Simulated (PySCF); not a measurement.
## Spinor energies of Dy(2+) (dysprosium, charge +2)

Start: [Xe] 4f10; 4f5/2 filled at m_j = -5/2, -3/2, -1/2, +1/2, +3/2, +5/2; 4f7/2 filled at m_j = +1/2, +3/2, +5/2, +7/2. Calculated with PySCF 2.14 in x2c-QZVPPall-2c: generalised Hartree-Fock with the X2C-1e Hamiltonian and a Gaussian nucleus; one run each with spin-orbit coupling (SO) switched off, then screened by Boettger's factors.

| spinor shell | electrons | ε, spin-free (eV) | ε, screened SO (eV) | weight of nominal j (screened SO) | rms radius, screened SO (bohr) |
| --- | --- | --- | --- | --- | --- |
| 1s1/2 | 2 | -54073.2 | -54062.1 | 1.000 | 0.0240 |
| 2s1/2 | 2 | -9140.5 | -9137.0 | 1.000 | 0.0971 |
| 2p1/2 | 2 | -8107.6 | -8673.0 | 1.000 | 0.0830 |
| 2p3/2 | 4 | -8107.6 | -7867.8 | 1.000 | 0.0896 |
| 3s1/2 | 2 | -2097.5 | -2096.3 | 1.000 | 0.250 |
| 3p1/2 | 2 | -1774.0 | -1893.9 | 1.000 | 0.241 |
| 3p3/2 | 4 | -1774.0 | -1722.4 | 1.000 | 0.255 |
| 3d3/2 | 4 | -1356.3 | -1378.6 | 0.999 | 0.228 |
| 3d5/2 | 6 | -1356.3 | -1340.4 | 0.999 | 0.231 |
| 4s1/2 | 2 | -450.31 | -449.95 | 1.000 | 0.564 |
| 4p1/2 | 2 | -341.32 | -369.46 | 0.994 | 0.579 |
| 4p3/2 | 4 | -341.32 | -329.03 | 0.997 | 0.609 |
| 4d3/2 | 4 | -189.73 | -197.25 | 0.890 | 0.655 |
| 4d5/2 | 6 | -189.73 | -184.42 | 0.926 | 0.664 |
| 5s1/2 | 2 | -73.237 | -73.177 | 1.000 | 1.41 |
| 5p1/2 | 2 | -45.083 | -48.990 | 0.978 | 1.58 |
| 5p3/2 | 4 | -45.083 | -43.400 | 0.989 | 1.69 |
| 4f5/2 | 6 | -27.621 | -27.734 | 0.717 | 0.945 |
| 4f7/2 | 4 | -27.621 | -27.296 | 0.713 | 0.952 |

```csv
quantity,spin-free,screened SO
E (hartree),-12148.03440,-12157.03258
M_J,8,8
⟨J²⟩,72.011,72.012
⟨L²⟩,42.004,42.755
⟨S²⟩,6.007,5.897
```

Each row is a mean over spinors that exchange with the open shell spreads, by up to 14.788 eV (4d5/2).

Rows whose weight is well below 1 are mixtures of j = l ± 1/2: exchange outweighs spin-orbit coupling there, and the label is only the starting occupation.

Breit and QED terms are absent; they matter most for the inner s and p1/2 levels.

Densities and radii are taken from the X2C orbitals without a picture-change correction, which distorts them close to the nucleus.

Without spin-orbit coupling the j labels of p, d and f shells carry no meaning; the spin-free column gives the mean over the occupied spinors of each nl shell.
